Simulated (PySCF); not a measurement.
SiBr2F2, SMILES F[Si](Br)(F)Br. Atoms are numbered in the order given.

```xyz
5

F      0.0000    -1.2872     1.6148
Si     0.0000     0.0000     0.6633
F      0.0000     1.2872     1.6148
Br    -1.8089     0.0000    -0.5479
Br     1.8089     0.0000    -0.5479
```
Charge 0, spin multiplicity 1.

The structure is a stationary point at PBE0-D3(BJ)/def2-SVP.

The numbers are results of PBE0/def2-TZVP in PySCF, not measurements.

Atomic charges (e):

```
atom  meta-Löwdin  Mulliken
----  -----------  --------
F1          -0.48         ?
Si2          1.35         ?
F3          -0.48         ?
Br4         -0.20         ?
Br5         -0.20         ?
```

What belongs in the gaps? (The exact figures need the calculation; the answer reports its results.)


- F1, Mulliken: -0.27
- Si2, Mulliken: 0.79
- F3, Mulliken: -0.27
- Br4, Mulliken: -0.13
- Br5, Mulliken: -0.13

Give the Mayer and Wiberg (Löwdin basis) orders of the bonds. (Estimate from the structure and the level; the computed values follow.)


```tsv
bond	Mayer	Wiberg
F1–Si2	1.16	1.74
Si2–F3	1.16	1.74
Si2–Br4	1.25	1.86
Si2–Br5	1.25	1.86
```
